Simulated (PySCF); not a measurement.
C₄H₆ClF, SMILES C[C@@H](F)/C=C\Cl. Geometry: TPSSh-D3(BJ)/def2-SVP. The structure was generated by enumeration; whether it is a known compound was not checked. Other conformers were not sampled.

Computed equilibrium geometry at TPSSh-D3(BJ)/def2-SVP (PySCF confirms it by a frequency run) as Cartesian coordinates in Å (one conformer of several):
```xyz
12

C     -1.9200    -0.2533    -0.6517
C     -1.0113     0.1370     0.5056
F     -1.7487     0.0891     1.6903
C      0.1688    -0.7798     0.6600
C      1.3501    -0.6464     0.0525
Cl     1.7122     0.6652    -1.0389
H     -2.2659    -1.2914    -0.5362
H     -2.7959     0.4121    -0.6782
H     -1.3734    -0.1635    -1.6021
H     -0.6613     1.1751     0.3763
H      0.0217    -1.6447     1.3146
H      2.1811    -1.3421     0.1752
```
Charge 0, spin multiplicity 1.
